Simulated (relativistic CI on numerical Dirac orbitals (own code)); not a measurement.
Fe3+: L-alpha,beta X-ray emission

Computed with this model: Dirac-Coulomb-Breit CI, orbitals from a KLI potential per configuration, a model potential for QED, valence Slater integrals scaled by 0.7, multiplet model of X-ray emission after core ionisation; configurations [Ar] 3d5 → [He] 2s2 2p5 3s2 3p6 3d5 → [Ar] 3d4; 300 K; Lorentzian 0.6 eV and Gaussian 0.5 eV FWHM. Energies are those of the free ion, without screening or charge transfer. S is read from ⟨S²⟩ = S(S + 1).

Field parameters in Wybourne normalisation: D3d B²₀ = −7Dσ, B⁴₀ = −14Dq − 21Dτ, B⁴₃ = −14√(10/7) Dq. The field is a parameter set, without covalency.

Computed curve for free ion, scaled to 100 at the maximum (points under 2 are left out and the grid is thinned):

Energy (eV), Intensity and a bar:
```
    709.0        2.0 
    709.5        3.7 #
    710.0        9.2 ##
    710.5       23.4 #######
    711.1       17.2 #####
    711.6       23.1 #######
    712.1       18.7 ######
    712.6       11.5 ###
    713.1        6.8 ##
    713.6        5.6 #
    714.1        6.1 #
    714.6        7.9 ##
    715.2       17.9 #####
    715.7       18.4 #####
    716.2       13.4 ####
    716.7       16.6 #####
    717.2       17.2 #####
    717.7       19.5 ######
    718.2       18.2 #####
    718.7       12.7 ####
    719.3        9.0 ##
    719.8        6.8 ##
    720.3        5.5 #
    720.8        6.8 ##
    721.3        6.8 ##
    721.8        9.1 ##
    722.3       14.4 ####
    722.8       39.6 #############
    723.4       75.0 ########################
    723.9       47.3 ###############
    724.4       91.5 ##############################
    724.9       69.5 #######################
    725.4       22.6 #######
    725.9       10.4 ###
    726.4        5.9 #
    726.9        4.1 #
    727.5        3.6 #
    728.0        4.4 #
    728.5        3.6 #
    729.0        2.2
```

The ground state has S = 2.50, and the centroid lies at 720.20 eV.
